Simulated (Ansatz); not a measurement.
Species: BCl, charge 1, doublet. BCl+ (parent SMILES [B]Cl, doublet).
B3LYP-D3(BJ)/def2-TZVP minimum from Ansatz (a quantum-chemistry and plane-wave program):
```
B
Cl 1 1.6002
```
Charge +1, spin multiplicity 2.

Total energies in aug-cc-pV(T+d)Z, 9 correlated electrons, 6 frozen orbitals. Radicals and triplets start from unrestricted determinants; spin-orbit coupling is neglected. Correlated methods leave the cores frozen. No relativity.

```tsv
method	program	energy (Eh)	minus CCSDT(Q) (mEh)
HF	Ansatz	-483.83613	266.95
MP2	Ansatz	-484.06813	34.96
CCSD	Ansatz	-484.08792	15.17
CCSD(T)	Ansatz	-484.10131	1.78
CCSDT(Q)	Ansatz	-484.10309	0.00
```

Rough core times of Ansatz's runs on a shared machine: CCSD(T) under 20 s, CCSDT(Q) 8 min.
